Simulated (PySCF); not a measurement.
GeCl₄: adding exact exchange

Base calculation in PySCF with density fitting and no spin–orbit coupling, PBE/def2-TZVP (no relativity): singlet, Td, Ge–Cl 2.140 Å (×4); wavenumbers 117 (×2), 161 (×3), 374, 437 (×3) cm⁻¹; gap between the highest occupied and lowest empty levels 4.70 eV, polar-tensor charge of Ge 1.93 e, atomisation energy (no zero-point energy) 1415 kJ/mol.

Q: What changes on going to PBE0/def2-TZVP (no relativity)?

A: The point group stays the same. Changes: mean bond to Ge -0.023 Å, highest wavenumber +26 cm⁻¹, lowest wavenumber +6 cm⁻¹, gap between the highest occupied and lowest empty levels +2.72 eV, polar-tensor charge of Ge +0.09 e, atomisation energy (no zero-point energy) -23 kJ/mol. The new structure has Ge–Cl 2.117 Å (×4), with wavenumbers 123 (×2), 169 (×3), 400, 463 (×3) cm⁻¹. Exact exchange shortens and stiffens the bonds and opens the gap, the usual pattern.

Only the bonding shown was studied: isomers, or loss of a ligand pair, can lie lower.
